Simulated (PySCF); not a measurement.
GaF and its ions

RHF-CCSD(T); PySCF, no relativity, basis sets Ga def2-TZVPPD, F def2-TZVPPD. Neutral (RHF): singlet (closed shell), Re = 1.785 Å, ωe = 622 cm⁻¹, De = 6.05 eV.

GaF⁺ (UHF): doublet (σ ↑), Re = 1.699 Å, ωe = 752 cm⁻¹, De = 1.64 eV to Ga⁺ + F. The energies at the minima are -2023.26245 hartree for GaF and -2022.88302 for GaF⁺.

**Question.** Work out the adiabatic ionisation energy, without and with harmonic zero-point energies (1 hartree = 27.2114 eV, 1 eV = 8065.5 cm⁻¹), and the change of the bond length.

**Answer.** At CCSD(T): 0.37943 hartree = 10.325 eV between the minima; the zero-point term (752.0 − 622.0)/2 cm⁻¹ = +0.008 eV makes it 10.333 eV. Re changes by -8.6 pm against the neutral. The electron leaves a σ orbital, and the shorter bond of the ion fits an antibonding orbital, or a change in how ionic the bond is.

Correlated steps freeze 10 core orbitals. Spin–orbit coupling is left out. For an ion De counts to the pair picked by the measured ionisation energies or electron affinities, which need not be the lowest pair at this level. Where the molecule has an RHF reference, its open-shell atoms are computed with UHF. States were picked by a PBE0 search and need not be the measured ground states.

Neutral and ion stand on different kinds of reference determinant, which adds to the error of the difference.
